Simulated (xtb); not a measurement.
C53H18N, SMILES c12c3c4ccc5cc6ccc7c8c6c(c6c1c1c9c%10c6c8c6c8c(ccc6c7)[nH+]c6c(c%108)c7c(cc6)cc6c(c8c(cc%10c(c2c(c4)cc%10)c18)cc6)c97)c35, charge +1. All values are semi-empirical tight-binding results from xtb (GFN2-xTB unless named), good for trends rather than for accurate numbers. Geometry optimised at GFN2-xTB.

Optimised geometry:

Bonds (Å): C1–C2 1.410, C1–C6 1.411, C1–C10 1.414, C2–C3 1.409, C2–N9 1.361, C3–C4 1.367, C3–H55 1.080, C4–C5 1.419, C4–H56 1.080, C5–C6 1.419, C5–C16 1.400, C6–C15 1.412, C7–C8 1.410, C7–C10 1.414, C7–C14 1.411, C8–N9 1.361, C8–C13 1.409, N9–H57 1.014, C10–C19 1.405, C11–C12 1.419, C11–C14 1.419, C11–C24 1.400, C12–C13 1.367, C12–H58 1.080, C13–H59 1.080, C14–C21 1.412, C15–C18 1.411, C15–C20 1.416, C16–C17 1.392, C16–H60 1.080, C17–C18 1.423, C17–C27 1.428, C18–C26 1.413, C19–C20 1.413, C19–C22 1.413, C20–C30 1.408, C21–C22 1.416, C21–C25 1.411, C22–C32 1.408, C23–C24 1.392, C23–C25 1.423, C23–C37 1.428, C24–H61 1.080, C25–C34 1.413, C26–C29 1.421, C26–C31 1.412, C27–C28 1.355, C27–H62 1.080, C28–C29 1.428, C28–H63 1.080, C29–C40 1.393, C30–C31 1.417, C30–C33 1.413, C31–C39 1.411, C32–C33 1.413, C32–C35 1.417, C33–C42 1.415, C34–C35 1.412, C34–C38 1.421, C35–C44 1.411, C36–C37 1.355, C36–C38 1.428, C36–H64 1.080, C37–H65 1.080, C38–C46 1.393, C39–C41 1.420, C39–C43 1.415, C40–C41 1.396, C40–H66 1.081, C41–C49 1.426, C42–C43 1.413, C42–C45 1.413, C43–C48 1.419, C44–C45 1.415, C44–C47 1.420, C45–C51 1.419, C46–C47 1.396, C46–H67 1.081, C47–C53 1.426, C48–C50 1.426, C48–C52 1.395, C49–C50 1.356, C49–H68 1.080, C50–H69 1.080, C51–C52 1.395, C51–C54 1.426, C52–H70 1.081, C53–C54 1.356, C53–H71 1.080, C54–H72 1.080. Angles (°): C2–C1–C6 120.4, C2–C1–C10 119.5, C6–C1–C10 120.1, C1–C2–C3 119.1, C1–C2–N9 118.8, C3–C2–N9 122.1, C2–C3–C4 120.5, C2–C3–H55 119.1, C4–C3–H55 120.4, C3–C4–C5 122.0, C3–C4–H56 119.6, C5–C4–H56 118.4, C4–C5–C6 117.9, C4–C5–C16 123.2, C6–C5–C16 118.9, C1–C6–C5 120.1, C1–C6–C15 119.6, C5–C6–C15 120.3, C8–C7–C10 119.5, C8–C7–C14 120.4, C10–C7–C14 120.1, C7–C8–N9 118.8, C7–C8–C13 119.1, N9–C8–C13 122.1, C2–N9–C8 124.0, C2–N9–H57 118.0, C8–N9–H57 118.0, C1–C10–C7 119.4, C1–C10–C19 120.3, C7–C10–C19 120.3, C12–C11–C14 117.9, C12–C11–C24 123.2, C14–C11–C24 118.9, C11–C12–C13 122.0, C11–C12–H58 118.4, C13–C12–H58 119.6, C8–C13–C12 120.5, C8–C13–H59 119.1, C12–C13–H59 120.4, C7–C14–C11 120.1, C7–C14–C21 119.6, C11–C14–C21 120.3, C6–C15–C18 119.9, C6–C15–C20 120.1, C18–C15–C20 120.0, C5–C16–C17 121.7, C5–C16–H60 119.1, C17–C16–H60 119.2, C16–C17–C18 119.6, C16–C17–C27 122.5, C18–C17–C27 117.9, C15–C18–C17 119.6, C15–C18–C26 119.8, C17–C18–C26 120.6, C10–C19–C20 119.8, C10–C19–C22 119.8, C20–C19–C22 120.4, C15–C20–C19 120.0, C15–C20–C30 120.3, C19–C20–C30 119.7, C14–C21–C22 120.1, C14–C21–C25 119.9, C22–C21–C25 120.0, C19–C22–C21 120.0, C19–C22–C32 119.7, C21–C22–C32 120.3, C24–C23–C25 119.6, C24–C23–C37 122.5, C25–C23–C37 117.9, C11–C24–C23 121.7, C11–C24–H61 119.1, C23–C24–H61 119.2, C21–C25–C23 119.6, C21–C25–C34 119.8, C23–C25–C34 120.6, C18–C26–C29 120.2, C18–C26–C31 120.2, C29–C26–C31 119.6, C17–C27–C28 121.5, C17–C27–H62 118.0, C28–C27–H62 120.5, C27–C28–C29 121.7, C27–C28–H63 120.4, C29–C28–H63 117.9, C26–C29–C28 118.1, C26–C29–C40 119.3, C28–C29–C40 122.6, C20–C30–C31 119.8, C20–C30–C33 120.0, C31–C30–C33 120.2, C26–C31–C30 120.0, C26–C31–C39 120.3, C30–C31–C39 119.8, C22–C32–C33 120.0, C22–C32–C35 119.8, C33–C32–C35 120.2, C30–C33–C32 120.2, C30–C33–C42 119.9, C32–C33–C42 119.9, C25–C34–C35 120.2, C25–C34–C38 120.2, C35–C34–C38 119.6, C32–C35–C34 120.0, C32–C35–C44 119.8, C34–C35–C44 120.3, C37–C36–C38 121.7, C37–C36–H64 120.4, C38–C36–H64 117.9, C23–C37–C36 121.5, C23–C37–H65 118.0, C36–C37–H65 120.5, C34–C38–C36 118.1, C34–C38–C46 119.3, C36–C38–C46 122.6, C31–C39–C41 119.6, C31–C39–C43 120.0, C41–C39–C43 120.3, C29–C40–C41 121.8, C29–C40–H66 119.1, C41–C40–H66 119.0, C39–C41–C40 119.3, C39–C41–C49 118.2, C40–C41–C49 122.5, C33–C42–C43 119.9, C33–C42–C45 119.9, C43–C42–C45 120.3, C39–C43–C42 120.2, C39–C43–C48 120.2, C42–C43–C48 119.6, C35–C44–C45 120.0, C35–C44–C47 119.6, C45–C44–C47 120.3, C42–C45–C44 120.2, C42–C45–C51 119.6, C44–C45–C51 120.2, C38–C46–C47 121.8, C38–C46–H67 119.1, C47–C46–H67 119.0, C44–C47–C46 119.3, C44–C47–C53 118.2, C46–C47–C53 122.5, C43–C48–C50 118.3, C43–C48–C52 119.3, C50–C48–C52 122.4, C41–C49–C50 121.5, C41–C49–H68 118.1, C50–C49–H68 120.5, C48–C50–C49 121.5, C48–C50–H69 118.0, C49–C50–H69 120.4, C45–C51–C52 119.3, C45–C51–C54 118.3, C52–C51–C54 122.4, C48–C52–C51 121.9, C48–C52–H70 119.1, C51–C52–H70 119.1, C47–C53–C54 121.5, C47–C53–H71 118.1, C54–C53–H71 120.5, C51–C54–C53 121.5, C51–C54–H72 118.0, C53–C54–H72 120.4.
Charge +1, spin multiplicity 1.

```json
{
  "point_group_as_xtb_finds_it": "C2v",
  "orbital_gap": "1.15 eV",
  "zero_point_energy": "325.0 kcal/mol",
  "G − E(el) at 298.15 K (modified RRHO)": "290.9 kcal/mol",
  "static polarisability (D4 model)": "509.2 bohr³",
  "solvation energy, GFN2-xTB/ALPB(water)": "-34.1 kcal/mol",
  "solvation energy, GFN2-xTB/ALPB(dmf)": "-53.2 kcal/mol"
}
```

Problem. Give the IR lines (harmonic; lines under 4 % of the strongest left out, lines within 3 cm⁻¹ merged). (Estimate from the structure and the level; the computed values follow.)

Solution. ν (cm⁻¹): 579 (w), 594 (w), 667 (w), 680 (m), 697 (w), 800 (w), 814 (w), 829 (w), 868 (w), 875 (m), 1015 (w), 1127 (w), 1166 (m), 1169 (w), 1179 (w), 1264 (m), 1274 (m), 1289 (w), 1299 (w), 1316 (vs), 1333 (m), 1365 (m), 1369 (m), 1382 (m), 1394 (m), 1402 (w), 1423 (w), 1467 (m), 1479 (w), 1506 (w), 1531 (vs), 1550 (w), 1555 (m), 1560 (m), 1574 (w), 1594 (w), 1599 (w), 3080 (w), 3083 (w), 3095 (s), 3098 (w), 3371 (s) (against the strongest line: vs over 80 %, s over 45 %, m over 15 %, w over 4 %, vw less)

Problem. Give the atomic charges and the Wiberg bond orders between heavy atoms. (An estimate is asked for; the answer gives what the named calculation found.)

Solution. charges (e) C1 0.00, C2 0.07, C3 -0.05, C4 -0.02, C5 0.01, C6 0.00, C7 0.00, C8 0.07, N9 -0.07, C10 0.02, C11 0.01, C12 -0.02, C13 -0.05, C14 0.00, C15 0.01, C16 -0.03, C17 0.02, C18 0.01, C19 0.00, C20 0.01, C21 0.01, C22 0.01, C23 0.02, C24 -0.03, C25 0.01, C26 0.01, C27 -0.03, C28 -0.03, C29 0.02, C30 0.01, C31 0.00, C32 0.01, C33 0.01, C34 0.01, C35 0.00, C36 -0.03, C37 -0.03, C38 0.02, C39 0.01, C40 -0.03, C41 0.02, C42 0.00, C43 0.01, C44 0.01, C45 0.01, C46 -0.03, C47 0.02, C48 0.02, C49 -0.03, C50 -0.03, C51 0.02, C52 -0.03, C53 -0.03, C54 -0.03, H55 0.05, H56 0.06, H57 0.19, H58 0.06, H59 0.05, H60 0.06, H61 0.06, H62 0.05, H63 0.05, H64 0.05, H65 0.05, H66 0.05, H67 0.05, H68 0.05, H69 0.05, H70 0.05, H71 0.05, H72 0.05. Bond orders C1–C2 1.26, C2–C3 1.27, C3–C4 1.57, C4–C5 1.24, C1–C6 1.25, C5–C6 1.23, C7–C8 1.26, C2–N9 1.21, C8–N9 1.21, C1–C10 1.23, C7–C10 1.23, C11–C12 1.24, C8–C13 1.27, C12–C13 1.57, C7–C14 1.25, C11–C14 1.23, C6–C15 1.26, C5–C16 1.34, C16–C17 1.39, C15–C18 1.26, C17–C18 1.22, C10–C19 1.27, C15–C20 1.23, C19–C20 1.24, C14–C21 1.26, C19–C22 1.24, C21–C22 1.23, C11–C24 1.34, C23–C24 1.39, C21–C25 1.26, C23–C25 1.22, C18–C26 1.26, C17–C27 1.20, C27–C28 1.65, C26–C29 1.22, C28–C29 1.20, C20–C30 1.27, C26–C31 1.26, C30–C31 1.23, C22–C32 1.27, C30–C33 1.25, C32–C33 1.25, C25–C34 1.26, C32–C35 1.23, C34–C35 1.26, C23–C37 1.20, C36–C37 1.65, C34–C38 1.22, C36–C38 1.20, C31–C39 1.26, C29–C40 1.38, C39–C41 1.23, C40–C41 1.36, C33–C42 1.24, C39–C43 1.25, C42–C43 1.26, C35–C44 1.26, C42–C45 1.26, C44–C45 1.25, C38–C46 1.38, C44–C47 1.23, C46–C47 1.36, C43–C48 1.23, C41–C49 1.21, C48–C50 1.20, C49–C50 1.64, C45–C51 1.23, C48–C52 1.37, C51–C52 1.37, C47–C53 1.21, C51–C54 1.20, C53–C54 1.64.
